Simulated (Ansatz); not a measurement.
Species: H3ClSi3, SMILES `Cl[Si]1=[SiH][SiH2]1` (charge 0, multiplicity 1).

Question: Give a relaxed geometry from Ansatz (an electronic-structure program) with PBE0-D3(BJ)/def2-TZVP.

Answer: the end point of this relaxation (outside a Z-matrix the atoms follow the SMILES, hydrogens last).
Z-matrix (Å, degrees):
```
Si
H 1 1.4921
H 1 1.4921 2 106.52
Si 1 2.2708 2 122.44 3 -148.43
Cl 4 2.0405 1 146.02 2 71.82
Si 4 2.0996 5 150.14 1 -179.79
H 6 1.4881 4 152.42 5 -0.22
```
